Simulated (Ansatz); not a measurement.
A structure relaxed at PBE0-D4/def2-TZVP, charge 0, multiplicity 1:

| atom | x (Å) | y (Å) | z (Å) |
| --- | --- | --- | --- |
| B1 | 0.0158 | -1.5818 | 0.4239 |
| N2 | 0.0305 | -0.2112 | 0.1414 |
| C3 | 0.5555 | 0.7670 | 1.0926 |
| Si4 | -0.5879 | 0.4028 | -1.3565 |
| F5 | 0.6017 | 1.0782 | -2.1853 |
| H6 | -0.4100 | -2.3404 | -0.3979 |
| H7 | 0.4239 | -1.9684 | 1.4823 |
| H8 | 0.8435 | 0.2622 | 2.0145 |
| H9 | 1.4331 | 1.2768 | 0.6864 |
| H10 | -0.1961 | 1.5256 | 1.3308 |
| H11 | -1.1542 | -0.7020 | -2.1508 |
| H12 | -1.5558 | 1.4911 | -1.0815 |

Problem. Give its formula and SMILES.

Solution. CH7BFNSi, `BN(C)[SiH2]F`.

Problem. Summarise the bond lengths by kind.

Solution. 1 × B–N 1.399 Å; 2 × B–H 1.197 to 1.198 Å; 1 × C–N 1.462 Å; 1 × N–Si 1.733 Å; 3 × C–H 1.090 to 1.094 Å; 1 × F–Si 1.599 Å; 2 × H–Si 1.474 to 1.482 Å.

Results of the Gaussian-basis code of Ansatz.
